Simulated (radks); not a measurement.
The numbers below are computed, except where a source is named.
These are the eigenvalues of the occupied orbitals of an atom or ion with whole-number occupations (eV). Level of theory: scalar-relativistic Kohn-Sham, r2SCAN, spin-polarised, spherical densities, finite nucleus; meta-GGA in the generalised Kohn-Sham scheme; Fermi nuclear charge, rms radius of each element as measured or else 0.836 A^(1/3) + 0.57 fm (a radial shooting solver on a logarithmic mesh with Libxc functionals).

| orbital | eigenvalue |
|---|---|
| 1s down | -12992.16 |
| 1s up | -12992.15 |
| 2s up | -2078.805 |
| 2s down | -2074.327 |
| 2p up | -1882.444 |
| 2p down | -1879.110 |
| 3s up | -612.1441 |
| 3s down | -606.1281 |
| 3p up | -548.3417 |
| 3p down | -542.0978 |
| 3d up | -449.9490 |

Which element is it, and in what charge state? The configuration may be excited. Open shells, if any, are filled with parallel spins first.

Answer. Z = 34, selenium, charge +14: Se14+ in [Ar] 3d2. The list shows which subshells hold electrons but not how many an open one holds; the 1s level, -477.45 hartree, gives Z - s = 30.9 by -(Z - s)^2/2, which with screening and relativity narrows Z to a few neighbours, and the depths of the outer levels then fix element, charge and occupations together.
